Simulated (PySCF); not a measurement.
# MN anions for M along the chalcogens

PBE0 with double-zeta basis sets in PySCF, for the lowest determinant that a PBE0 search found; no spin–orbit coupling. De refers to high-spin ground-configuration atoms (the charge goes to the atom of lower measured ionisation energy or higher electron affinity, which is not always the lowest computed limit). A positive dipole points towards N; it is taken about the centre of mass and depends on that origin.

```csv
M,basis,charged atom,state (unpaired electrons),Re (Å),ωe (cm⁻¹),De (eV),μ (D)
S,aug-cc-pV(D+d)Z/aug-cc-pVDZ,S−,triplet (π ↑↑),1.594,956,4.09,-1.18
Te,aug-cc-pVDZ-PP/aug-cc-pVDZ,Te−,triplet (π ↑↑),1.976,644,2.68,-2.91
```

Question: The row for M = Se is missing. Estimate Re, ωe and De as the mean of the rows for S and Te, and compare with the calculation.

Answer: The means are 1.785 Å, 800 cm⁻¹ and 3.38 eV. PBE0 in aug-cc-pVDZ-PP/aug-cc-pVDZ gives SeN⁻ as a triplet (π ↑↑) with Re = 1.762 Å, ωe = 758 cm⁻¹, De = 3.31 eV, so the estimate is off by +2.3 pm, +6 % and +0.08 eV.

Relativity is treated differently too: S no relativity; Se scalar-relativistic core potentials; Te scalar-relativistic core potentials.

Spin–orbit coupling is left out, which matters for elements this heavy, above all for dissociation energies. For an ion De counts to the pair picked by the measured ionisation energies or electron affinities, which need not be the lowest pair at this level. The highest Kohn–Sham level is positive in some of these anions. Much of that is self-interaction error, but it also means that the finite basis helps to hold the extra electron. States were picked by a PBE0 search and need not be the measured ground states.
